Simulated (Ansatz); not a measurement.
Input for Ansatz (an electronic-structure program): R-CAM-B3LYP/def2-TZVPPD on C2H9N (a complex). Files ending in .json are basis or fitting sets from the Basis Set Exchange.

Ansatz 0.2 input:
```yaml
crystal:
  periodic: [false, false, false]
  atoms:
    - {symbol: C, position_ang: [0.06534539, 0.01999414, 0.07014808]}
    - {symbol: H, position_ang: [0.93317877, -0.63723233, 0.01232120]}
    - {symbol: H, position_ang: [-0.46566412, -0.15390125, 1.00591265]}
    - {symbol: H, position_ang: [0.39821374, 1.05703365, 0.02351863]}
    - {symbol: H, position_ang: [-0.59431880, -0.18274317, -0.77340044]}
    - {symbol: C, position_ang: [0.47781076, 0.06920795, 3.80522916]}
    - {symbol: N, position_ang: [-0.90559120, -0.33814069, 3.56260675]}
    - {symbol: H, position_ang: [0.64764441, 1.04815618, 3.35455613]}
    - {symbol: H, position_ang: [1.15043878, -0.63287892, 3.31035496]}
    - {symbol: H, position_ang: [0.76661628, 0.12775940, 4.86320861]}
    - {symbol: H, position_ang: [-1.55356649, 0.30710517, 3.99773910]}
    - {symbol: H, position_ang: [-1.08717260, -1.25281805, 3.95748748]}
basis:
  gaussian:
    orbitals: def2-TZVPPD.json
hamiltonian:
  xc: {name: CAM-B3LYP}
scf: {lower_state_search: off}
```

It printed:

```
WARN ansatz: RAYON_NUM_THREADS=2 ignored (pool sized by the plan → 2); use --threads N
Functional definition: CAM-B3LYP
these checks for a lower state are left out or cut short: stability, starts, cluster_reference, orbital_swaps, neighbouring_geometries, increment
integrals: 0.16 GiB planned
1058 factors; their error is unknown
integrals: 0.20 GiB planned
393 factors; integrals over basis functions are off by at most 2.4e-5 eV
mean field: 1.70 GiB planned
mean field evaluation 1: about -3702.0661 eV, gradient 6.4e1 eV
mean field evaluation 2: about -3701.8445 eV, gradient 6.4e1 eV
mean field evaluation 4: about -3710.4163 eV, gradient 2.2e0 eV
mean field evaluation 8: about -3710.4258 eV, gradient 7.8e-2 eV
mean field evaluation 16: about -3710.4006 eV, gradient 2.8e-5 eV
mean field -3710.40055629 eV, -136.3547054440 hartree, gradient 5.5e-6 eV, S^2 0.000000; 0 other end points of the search recorded, 0 dependent functions left out
reference -3710.40070013 eV, -136.3547107297 hartree; 14, 14 occupied and 250, 250 virtual orbitals, 1058 factors
Total energy: -3710.40070013 eV, -136.3547107297 hartree
Checks for a lower state left out: stability, starts, cluster_reference, orbital_swaps, neighbouring_geometries, increment
```

Self-consistency was reached.

Cost: very roughly 3 core-seconds.
